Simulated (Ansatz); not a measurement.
`O=S(=O)([O-])C(F)(F)C(F)(F)F`, charge -1, multiplicity 1.

Give a relaxed structure at PBE0-D4/def2-TZVPD (Ansatz). (Best estimate.)

The calculation gave: 
```xyz
11

O    -1.3369   -0.1660   -1.7473
S    -0.8082    0.9429   -0.9846
O    -1.6704    1.4458    0.0616
O    -0.1034    1.9469   -1.7492
C     0.5866    0.1607   -0.0305
F     1.2014    1.0935    0.7309
F     1.5081   -0.3341   -0.8871
C     0.2195   -0.9987    0.9222
F    -0.3079   -2.0299    0.2746
F    -0.6233   -0.6167    1.8733
F     1.3346   -1.4444    1.5360
```
Point group Cs.
This is one stationary point; other conformers may exist.
